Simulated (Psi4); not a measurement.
trans-dichloroethylene (C2H2Cl2), singlet, at a GFN2-xTB geometry; Psi4 with CAM-B3LYP/def2-SV(P).

The Psi4 input:
```
memory 2 GB

molecule {
0 1
Cl    2.10328556    0.36099099    0.01830268
C     0.55226406   -0.36482497   -0.00124048
C    -0.55226406    0.36482497    0.00124048
Cl   -2.10328556   -0.36099099   -0.01830268
H     0.55829032   -1.44326218   -0.01538865
H    -0.55829032    1.44326218    0.01538865
}

set {
  basis def2-sv(p)
  scf_type out_of_core
}

energy('cam-b3lyp')
print_variables()
```

**Question.** Predict the main parts of the log of this Psi4 run.

**Answer.** 
```
   => Loading Basis Set <=

    Name: DEF2-SV(P)
    Role: ORBITAL
    Keyword: BASIS

         ---------------------------------------------------------
                                   SCF
               by Justin Turney, Rob Parrish, Andy Simmonett
                          and Daniel G. A. Smith
                              RKS Reference
         ---------------------------------------------------------

  ==> Geometry <==

    Molecular point group: c2h
    Full point group: C2h

    Geometry (in Angstrom), charge = 0, multiplicity = 1:

       Center              X                  Y                   Z               Mass
    ------------   -----------------  -----------------  -----------------  -----------------
         CL           0.361200511522    -2.103329223003     0.000000000000    34.968852682000
         C           -0.364809723455    -0.552275524685     0.000000000000    12.000000000000
         C            0.364809723455     0.552275524685     0.000000000000    12.000000000000
         CL          -0.361200511522     2.103329223003     0.000000000000    34.968852682000
         H           -1.443339734683    -0.558301909775     0.000000000000     1.007825032230
         H            1.443339734683     0.558301909775     0.000000000000     1.007825032230

  Running in c2h symmetry.

  Rotational constants: A =      1.78525  B =      0.05196  C =      0.05049 [cm^-1]
  Rotational constants: A =  53520.55974  B =   1557.75708  C =   1513.69968 [MHz]
  Nuclear repulsion =  176.794371122651341

  Charge       = 0
  Multiplicity = 1
  Electrons    = 48
  Nalpha       = 24
  Nbeta        = 24

  ==> Algorithm <==

  SCF Algorithm Type is OUT_OF_CORE.
  DIIS enabled.
  MOM disabled.
  Fractional occupation disabled.
  Guess Type is SAD.
  Energy threshold   = 1.00e-06
  Density threshold  = 1.00e-06
  Integral threshold = 1.00e-12

  ==> Primary Basis <==

  Basis Set: DEF2-SV(P)
    Blend: DEF2-SV(P)
    Number of shells: 32
    Number of basis functions: 68
    Number of Cartesian functions: 72
    Spherical Harmonics?: true
    Max angular momentum: 2

  ==> DFT Potential <==

   => LibXC <=

    Version 7.1.2
    S. Lehtola, C. Steigemann, M. J. T. Oliveira, and M. A. L. Marques,  SoftwareX 7, 1–5 (2018) (10.1016/j.softx.2017.11.002)

   => Composite Functional: CAM-B3LYP <=

    CAM-B3LYP Hyb-GGA Exchange-Correlation Functional

    T. Yanai, D. P. Tew, and N. C. Handy,  Chem. Phys. Lett. 393, 51 (2004) (10.1016/j.cplett.2004.06.011)

[...]
   @RKS iter   4:  -997.40741564711027   -1.41218e-03   2.14384e-04 ADIIS/DIIS
   @RKS iter   5:  -997.40746133086213   -4.56838e-05   3.08445e-05 DIIS
   @RKS iter   6:  -997.40746278312349   -1.45226e-06   9.02371e-06 DIIS
   @RKS iter   7:  -997.40746291789287   -1.34769e-07   1.53792e-06 DIIS
   @RKS iter   8:  -997.40746292358006   -5.68718e-09   2.05170e-07 DIIS
  Energy and wave function converged.

  ==> Post-Iterations <==

   Electrons on quadrature grid:
      Ntotal   =   47.9999927156 ; deviation = -7.284e-06

    Orbital Energies [Eh]
    ---------------------

    Doubly Occupied:

[...]
    Virtual:

[...]
    Final Occupation by Irrep:
             Ag    Bg    Au    Bu
    DOCC [    10,    2,    3,    9 ]
    NA   [    10,    2,    3,    9 ]
    NB   [    10,    2,    3,    9 ]

  @RKS Final Energy:  -997.40746292358006

   => Energetics <=

    Nuclear Repulsion Energy =            176.7943711226513415
    One-Electron Energy =               -1725.3766244347150405
    Two-Electron Energy =                 602.8323938174904697
    DFT Exchange-Correlation Energy =     -51.6576034290069046
    Empirical Dispersion Energy =           0.0000000000000000
    VV10 Nonlocal Energy =                  0.0000000000000000
    Total Energy =                       -997.4074629235800558

Computation Completed

Properties will be evaluated at   0.000000,   0.000000,   0.000000 [a0]

Properties computed using the SCF density matrix

 Multipole Moments:

 ------------------------------------------------------------------------------------
     Multipole            Electronic (a.u.)      Nuclear  (a.u.)        Total (a.u.)
 ------------------------------------------------------------------------------------

 L = 1.  Multiply by 2.5417464519 to convert [e a0] to [Debye]
 Dipole X            :          0.0000000            0.0000000            0.0000000
 Dipole Y            :          0.0000000            0.0000000            0.0000000
 Dipole Z            :          0.0000000            0.0000000            0.0000000
 Magnitude           :                                                    0.0000000

 ------------------------------------------------------------------------------------

  Variable Map:
  ----------------------------------------------------------------------------
[...]
  Array Variable Map:
  ----------------------------------------------------------------------------
[...]
[...]
```
